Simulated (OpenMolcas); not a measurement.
## Mn2+: Racah parameters, worked from levels

| Quantity | Value |
| --- | --- |
| Program | OpenMolcas 26.06 |
| Basis | ANO-RCC-VTZP [6s5p3d2f1g] |
| Scalar Hamiltonian | DKH2, point nucleus |
| Active space | 5 electrons in 5 orbitals (3d) |
| State averaging | 2S+1 = 6 even, 1 root; 2S+1 = 4 even, 24 roots; 2S+1 = 2 even, 75 roots |
| Spin-orbit coupling | state interaction with AMFI integrals over the reference wave functions, term energies averaged over their components |

Methods: CASSCF; MS-CASPT2, IPEA 0.25 Eh, imaginary shift 0.1 Eh (closed shells correlated: 3s 3p).

**Racah parameters.** Above 6S, d5 has 4D at 17B + 5C, 4G at 10B + 5C and 4P at 7B + 7C. The first two fix B and C, and the third tests them; where it misses by thousands of cm-1, two parameters do not describe the configuration (Trees and configuration-interaction terms are left out) and B and C hang on the terms chosen. Term energies are centres of gravity, weighted by 2J + 1.

```tsv
Source	4D	4G	B	C	C/B	4P from B, C	4P found
CASSCF	40054	32190	1123	4191	3.73	37198	37039
MS-CASPT2	33584	27925	808	3968	4.91	33432	30656
```

Energies in cm-1. From CASSCF to MS-CASPT2, B changes by -28.0 % and C by -5.3 %.

CASPT2 breaks the degeneracy within a term, and the mean is taken; among the terms shown or strongly mixed into the levels shown the widest spread is 300 cm-1 (3d5 4G, MS-CASPT2). Without dynamic correlation excited terms often stand tens of per cent too high (terms of higher spin than the ground term too low), and those without a measured partner can miss by more than the paired ones (holds for CASSCF). Blocks of more than 70 roots (2S+1 = 2 even) ran without multistate coupling (holds for MS-CASPT2). Levels of configurations outside the active space are missing.
